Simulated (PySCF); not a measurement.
arsenic trifluoride (AsF₃), SMILES F[As](F)F.

The structure is a stationary point at ωB97X-D3(BJ)/def2-SVP.

Calculation: PySCF with PBE/def2-TZVPD.

Symmetry labels are those of the subgroup Cs that the program uses (full group C3v).

Task: List the valence orbital energies around the gap with their symmetry. (Estimate from the structure and the level; the computed values follow.)

Result: 
| orbital | symmetry | energy (eV) |
|---|---|---|
| HOMO−7 | A" | -12.73 |
| HOMO−6 | A' | -11.80 |
| HOMO−5 | A' | -10.86 |
| HOMO−4 | A" | -10.86 |
| HOMO−3 | A' | -10.17 |
| HOMO−2 | A" | -10.17 |
| HOMO−1 | A" | -9.96 |
| HOMO | A' | -8.58 |
| LUMO | A' | -2.08 |
| LUMO+1 | A" | -2.08 |
| LUMO+2 | A' | -0.44 |
| LUMO+3 | A' | 0.25 |
